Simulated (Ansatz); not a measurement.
`[CH3][Ga]([Cl])[Cl]` and `C[O][Ga]([CH3])[Cl]` differ in one atom or group.

Ansatz, PBE0-D4/def2-TZVP geometries, multiplicity 1. Each molecule was computed in one conformer, which needn't be the lowest.

Scalar relativity is left out up to krypton.

```
                                          property  `[CH3][Ga]([Cl])[Cl]`
           HOMO–LUMO gap (ωB97M-V/def2-TZVPP) / eV                  11.52
               LUMO energy (B3LYP/def2-TZVPP) / eV                  -1.46
    size of the dipole moment (PBE/def2-TZVPP) / D                   2.71
               HOMO energy (B3LYP/def2-TZVPP) / eV                  -8.52
                HOMO energy (PBE0/def2-TZVPP) / eV                  -8.79
size of the dipole moment (ωB97M-V/def2-TZVPP) / D                   2.75
```

**Question.** What does the change do to each property? (Best estimate.)

**Answer.** The calculation gave: 
```json
{"property": "HOMO–LUMO gap (ωB97M-V/def2-TZVPP) / eV", "`C[O][Ga]([CH3])[Cl]`": "11.47", "shift": "-0.05"}
{"property": "LUMO energy (B3LYP/def2-TZVPP) / eV", "`C[O][Ga]([CH3])[Cl]`": "-0.87", "shift": "0.59"}
{"property": "size of the dipole moment (PBE/def2-TZVPP) / D", "`C[O][Ga]([CH3])[Cl]`": "3.29", "shift": "0.58"}
{"property": "HOMO energy (B3LYP/def2-TZVPP) / eV", "`C[O][Ga]([CH3])[Cl]`": "-7.74", "shift": "0.78"}
{"property": "HOMO energy (PBE0/def2-TZVPP) / eV", "`C[O][Ga]([CH3])[Cl]`": "-7.98", "shift": "0.81"}
{"property": "size of the dipole moment (ωB97M-V/def2-TZVPP) / D", "`C[O][Ga]([CH3])[Cl]`": "3.39", "shift": "0.64"}
```

With PBE0 the HOMO rises by 0.81 eV and the LUMO rises by 0.60 eV, so the gap narrows by about 0.21 eV. PBE moves the HOMO by 0.98 eV and ωB97M-V by 0.59 eV. Dipoles are sizes alone; their direction can turn.

B3LYP here is the variant with VWN-RPA as its local correlation; programs differ in this.
